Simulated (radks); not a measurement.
Problem. All-electron atom: Ir+ in [Xe] 4f14 5d7 5f1 (not the ground configuration). All-electron calculation, Dirac Kohn-Sham, PBE, spin-unpolarised, spherical densities, finite nucleus; open shells fill j = l - 1/2 first; Fermi nuclear charge, rms radius 5.4032 fm. Program: a radial shooting solver on a logarithmic mesh with Libxc functionals. Some entries of the table are withheld. Estimate them.

| orbital | occ. | eigenvalue (eV) | <r> (bohr) |
|---|---|---|---|
| 1s1/2 | 2 | -75996.85 | 0.01744 |
| 2s1/2 | 2 | -13296.48 | 0.07297 |
| 2p1/2 | 2 | -12741.05 | 0.06017 |
| 2p3/2 | 4 | -11113.56 | 0.06848 |
| 3s1/2 | 2 | -3120.208 | 0.1899 |
| 3p1/2 | 2 | -2870.552 | 0.1801 |
| 3p3/2 | 4 | -2514.207 | 0.1954 |
| 3d3/2 | 4 | -2096.071 | 0.1705 |
| 3d5/2 | 6 | -2019.061 | 0.1752 |
| 4s1/2 | 2 | -676.3696 | 0.4233 |
| 4p1/2 | 2 | -570.8753 | (1) |
| 4p3/2 | 4 | -486.5996 | (2) |
| 4d3/2 | 4 | -313.3773 | 0.4719 |
| 4d5/2 | 6 | -297.7317 | 0.4831 |
| 5s1/2 | 2 | -111.4690 | 0.9796 |
| 5p1/2 | 2 | -78.3757 | 1.065 |
| 4f5/2 | 6 | -77.4748 | (3) |
| 4f7/2 | 8 | -74.3558 | (4) |
| 5p3/2 | 4 | -64.8312 | 1.164 |
| 5d3/2 | 4 | -21.4170 | 1.598 |
| 5d5/2 | 3 | -20.1086 | 1.654 |
| 5f5/2 | 1 | -2.4932 | 8.451 |
| 5f7/2 | 0 | -2.4926 | 8.455 |

Solution. 
(1) 4p1/2 <r> (bohr): 0.4267
(2) 4p3/2 <r> (bohr): 0.4604
(3) 4f5/2 <r> (bohr): 0.5315
(4) 4f7/2 <r> (bohr): 0.5392
